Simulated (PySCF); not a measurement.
A PySCF script (with the pyscf-properties extension) for the NMR shieldings of SMILES C=CO[Si@](O)([SiH3])CC, C4H12O2Si2, on a GFN2-xTB geometry:

```python
import basis_set_exchange as bse
import numpy as np
from pyscf import gto, dft
from pyscf.prop import nmr

atoms = """
C    -2.207282   -0.977044    0.720555
C    -1.430934   -0.387008    1.612002
O    -0.378557    0.404777    1.359130
Si    0.354726    0.840232   -0.056391
O     1.437831    1.944999    0.448929
Si   -1.027460    1.949874   -1.518053
C     1.231119   -0.716769   -0.760647
C     1.971996   -1.531346    0.298059
H    -3.031393   -1.589904    1.033040
H    -2.046644   -0.859451   -0.336544
H    -1.596631   -0.501248    2.678103
H     1.933199    1.816034    1.255239
H    -0.417501    3.137318   -2.118325
H    -2.282473    2.387412   -0.892070
H    -1.432349    1.083980   -2.636570
H     0.503075   -1.365745   -1.250895
H     1.938815   -0.414651   -1.534365
H     1.286329   -1.858342    1.077841
H     2.430957   -2.414632   -0.143802
H     2.758028   -0.937809    0.761728
"""
names = dict.fromkeys(["C", "O", "Si", "H"], "pcSseg-1")
basis = {el: gto.basis.parse(bse.get_basis(n, elements=[el], fmt="nwchem")) for el, n in names.items()}
mol = gto.M(atom=atoms, basis=basis, charge=0, verbose=0)
mf = dft.RKS(mol, xc="PBE0")
mf.grids.level = 2
mf.grids.alignment = dft.numint.BLKSIZE   # the property module wants whole blocks of grid points
mf.conv_tol = 1e-9
mf.kernel()

calc = nmr.RKS(mf)   # GIAO
C = mf.mo_coeff
Co = C[:, mf.mo_occ > 0]
resp = mf.gen_response(singlet=True, hermi=2)
def vind(x):   # induced exchange potential for any number of trial vectors
    d = np.einsum("pi,xij,qj->xpq", C, 2 * x.reshape(-1, C.shape[1], Co.shape[1]), Co, optimize=True)
    return np.einsum("xpq,pi,qj->xij", resp(d - d.transpose(0, 2, 1)), C, Co, optimize=True).ravel()
mo1, _ = nmr.rhf.solve_mo1(calc, with_cphf=vind)
sigma = calc.kernel(mo1)
for i, s in enumerate(sigma):   # ppm
    print("%2d %-2s %9.2f" % (i, mol.atom_pure_symbol(i), np.trace(s) / 3))
```

Task: What does it print?

Result: 
```
 0 C      91.84
 1 C      31.38
 2 O     192.65
 3 Si    346.74
 4 O     291.01
 5 Si    474.37
 6 C     170.43
 7 C     179.54
 8 H      27.48
 9 H      27.73
10 H      25.05
11 H      29.51
12 H      28.30
13 H      28.14
14 H      28.47
15 H      30.83
16 H      31.02
17 H      30.69
18 H      30.52
19 H      30.91
```

These numbers come from an equivalent density-fitted implementation of the same equations, which agrees with the script to about 0.01 ppm for H and up to a few tenths of a ppm for heavy atoms, so last digits may differ.

Task: Turn these shieldings into chemical shifts. Chemical shifts δ = σref − σ; ¹³C (186.93 ppm), ²⁹Si (349.16 ppm), ¹H (31.72 ppm) against TMS; H2O for ¹⁷O (336.08 ppm), all at this level.

Result: Averaging equivalent atoms: C 1: 155.5; C 0: 95.1; C 6: 16.5; C 7: 7.4; O 2: 143.4; O 4: 45.1; Si 3: 2.4; Si 5: -125.2; H 10: 6.66; H 8: 4.24; H 9: 3.99; H 12/13/14: 3.41; H 11: 2.21; H 17/18/19: 1.01; H 15: 0.89; H 16: 0.70 ppm. Experimental scales use liquid or dissolved standards, which lie at an offset from isolated H2O (liquid H2O: subtract about 36 ppm).

Size and cost of the density-fitted run: 210 basis functions, 92 s wall time on 1 thread of an Arm Neoverse N1, shared host; peak memory 0.96 GiB.
